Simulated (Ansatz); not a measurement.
Conformers of ClH6InO2Si2 (`[SiH3][O][In]([Cl])[O][SiH3]`), each relaxed with PBE0-D4/def2-TZVP in Ansatz. CBS adds the triple-zeta coupled-cluster correction to the MP2 limit.

Elements past krypton have def2 core potentials. Outer-core shells of In are correlated without core-valence functions. Spin–orbit coupling is left out.

Not all of them had a frequency check.

Conformer A:

Z-matrix (Å, degrees):
```
Si
O 1 1.637
H 1 1.485 2 108.3
H 1 1.490 2 111.2 3 119.9
H 1 1.490 2 111.0 3 -119.8
In 2 1.956 1 136.2 3 -175.0
O 6 1.950 2 116.8 1 -179.9
Cl 6 2.290 2 122.0 1 0.1
Si 7 1.638 6 134.9 2 0.2
H 9 1.489 7 111.1 6 -60.0
H 9 1.489 7 111.1 6 60.5
H 9 1.485 7 108.1 6 -179.8
```

Conformer B:

```xyz
12

Si   -1.595   -0.819   -1.289
O    -1.922   -0.067    0.127
In   -0.864    0.671    1.598
Cl   -1.883    1.462    3.481
O     1.084    0.717    1.425
Si    2.162    0.379    0.241
H    -0.365   -1.655   -1.179
H    -2.743   -1.696   -1.638
H    -1.387    0.172   -2.379
H     1.599    0.698   -1.103
H     3.381    1.200    0.458
H     2.532   -1.062    0.258
```

Q: Which is lowest in electronic energy at CCSD(T)/CBS (frozen core, def2 sets), and by how much? (Best estimate.)

A: The calculation gave: B; A lies 0.4 kJ/mol higher. Gaps under about 2 kJ/mol don't settle the order.

Q: Give the energies relative to B (kJ/mol) with ωB97M-V/def2-TZVPP, B2PLYP/def2-TZVPP, PBE/def2-TZVPP, PBE0/def2-TZVPP, CCSD/def2-TZVPP, HF/CBS(def2), CCSD/CBS(def2). (Estimate.)

A: Ansatz gave: 
```json
{"level": "ωB97M-V/def2-TZVPP", "A": "0.5"}
{"level": "B2PLYP/def2-TZVPP", "A": "-2.1"}
{"level": "PBE/def2-TZVPP", "A": "-1.8"}
{"level": "PBE0/def2-TZVPP", "A": "-1.6"}
{"level": "CCSD/def2-TZVPP", "A": "-0.7"}
{"level": "HF/CBS(def2)", "A": "-3.6"}
{"level": "CCSD/CBS(def2)", "A": "-0.2"}
```
